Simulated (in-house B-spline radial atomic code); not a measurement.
Results of a calculation; reference values are marked as such.
## Extrapolating the RPA correlation energy in partial waves: Sb⁴⁺

All-electron RPA on Hartree-Fock orbitals from a B-spline radial code for spherical atoms, scalar-relativistic (spin-free one-electron X2C), finite nucleus, configuration [Kr] 4d10 5s1, highest spin. RPA overbinds a lone outer s electron by self-correlation, and G0W0 tends to as well. With empty states up to angular momentum L the sums are:

```tsv
L	E_c(L) (hartree)
4	-2.905439
5	-3.157319
6	-3.282803
7	-3.350611
```

For large l each further wave adds A/(l + 1/2)⁴, because the basis must build the cusp where two electrons meet.

Question: Estimate the limit from L = 6 and L = 7.

Answer: Wave 7 adds -0.067808, against a sum of (l + 1/2)⁻⁴ of 3.16049e-04, so A = -214.55. The sum over l > 7 is ζ(4, 8.5) = 6.4602e-04, close to 1/(3 × 8³) = 6.5104e-04. The tail is -0.138604 and the limit -3.48921 hartree.

Question: How good is the estimate?

Answer: A run to L = 11 sums to -3.43295 and extrapolates to -3.46361 hartree, 2.30 millihartree from the run before, so it has not settled and is itself too deep. The estimate differs from that by -25.60 millihartree, while the bare sum at L = 7 misses 113.0 millihartree (3.3 %).
